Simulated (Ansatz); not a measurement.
`BN([SiH3])[SiH2]Cl`. The species carries charge 0 and has multiplicity 1. Geometry: relaxed with PBE0-D4/def2-TZVP. It is one conformer, not always the lowest.

```xyz
12

B    -0.928    0.021    1.404
N    -0.173   -0.052    0.212
Si   -0.621    1.029   -1.105
Si    1.180   -1.128    0.073
Cl    2.925   -0.046   -0.022
H    -0.644   -0.667    2.342
H    -1.857    0.779    1.460
H     0.232    0.689   -2.272
H    -0.391    2.440   -0.714
H    -2.049    0.829   -1.448
H     1.093   -1.893   -1.190
H     1.231   -2.001    1.261
```

What is the dipole moment at r2SCAN/def2-TZVPP? (Estimate.)

Ansatz gave: 1.07 D, with components (-0.77, -0.41, -0.60) D in this frame, pointing from negative to positive charge.

And with PBE, B3LYP, ωB97M-V? (An estimate is asked.)

Computed: PBE 1.03 D, B3LYP 1.09 D, ωB97M-V 1.08 D.

Give the Mulliken charges with r2SCAN, B3LYP, PBE in def2-TZVPP. (Estimate.)

Ansatz gave: 
```json
{"atom": "B1", "r2SCAN": "-0.02", "B3LYP": "-0.11", "PBE": "-0.12"}
{"atom": "N2", "r2SCAN": "-0.24", "B3LYP": "-0.17", "PBE": "-0.06"}
{"atom": "Si3", "r2SCAN": "0.33", "B3LYP": "0.30", "PBE": "0.23"}
{"atom": "Si4", "r2SCAN": "0.50", "B3LYP": "0.47", "PBE": "0.38"}
{"atom": "Cl5", "r2SCAN": "-0.25", "B3LYP": "-0.25", "PBE": "-0.22"}
{"atom": "H6", "r2SCAN": "0.00", "B3LYP": "0.03", "PBE": "0.01"}
{"atom": "H7", "r2SCAN": "-0.02", "B3LYP": "0.01", "PBE": "0.00"}
{"atom": "H8", "r2SCAN": "-0.06", "B3LYP": "-0.06", "PBE": "-0.05"}
{"atom": "H9", "r2SCAN": "-0.06", "B3LYP": "-0.05", "PBE": "-0.04"}
{"atom": "H10", "r2SCAN": "-0.06", "B3LYP": "-0.05", "PBE": "-0.04"}
{"atom": "H11", "r2SCAN": "-0.07", "B3LYP": "-0.06", "PBE": "-0.05"}
{"atom": "H12", "r2SCAN": "-0.05", "B3LYP": "-0.05", "PBE": "-0.04"}
```

B3LYP here is the variant with VWN-RPA as its local correlation; programs differ in this.
